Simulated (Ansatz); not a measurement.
System: sum formula BNHCl₂, net charge 0, doublet state. It need not be the lowest isomer of its formula. 
Coordinates optimised at B3LYP-D3(BJ)/def2-TZVP (Ansatz, a program for electronic structure):
```xyz
5

B     -0.3687    -0.0791     0.0496
Cl     0.1698     1.5993     0.0385
Cl     0.7860    -1.3948    -0.1583
N     -1.7338    -0.3646     0.1179
H     -2.2674    -0.5300     0.9640
```
Charge 0, spin multiplicity 2.

Computed values are from Ansatz. Valence correlation only, unless marked. UHF or UKS for open shells. Spin-orbit coupling is left out. No relativistic terms. CBS(X,Y): correlation extrapolated as X^-3; Hartree-Fock from the larger set.

Task: What is the atomisation energy De at CCSD(T)/CBS(cc-pV(T+d)Z,cc-pV(Q+d)Z)?

Result: 398.0 kcal/mol.

Task: What is the total energy at CCSD(T)/CBS(cc-pV(T+d)Z,cc-pV(Q+d)Z)?

Result: -999.6806 Eh.

Task: What is the dipole moment at CCSD(T)/aug-cc-pV(D+d)Z?

Result: 1.73 D.

Task: What is the T1 diagnostic at CCSD/cc-pV(Q+d)Z?

Result: 0.014.
